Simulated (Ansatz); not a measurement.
Potential energy curve for SMILES C[N+]#[C-]->[Au][CH3]. The C3–Au7 bond (C3 also carries N; Au7 carries C) is pulled apart rigidly from the PBE0/def2-SVP, def2 effective core potentials past Kr optimised geometry.

Level of theory: Ansatz (a first-principles code) with unrestricted PBE0/def2-SVP, def2 effective core potentials past Kr.

Task: Relative to R = 1.99 Å, what are the energies at R = 1.65, 1.92, 2.12, 4.90 Å?

Result: 36.0 kcal/mol at 1.65 Å, 0.9 kcal/mol at 1.92 Å, 2.0 kcal/mol at 2.12 Å, 39.3 kcal/mol at 4.90 Å.
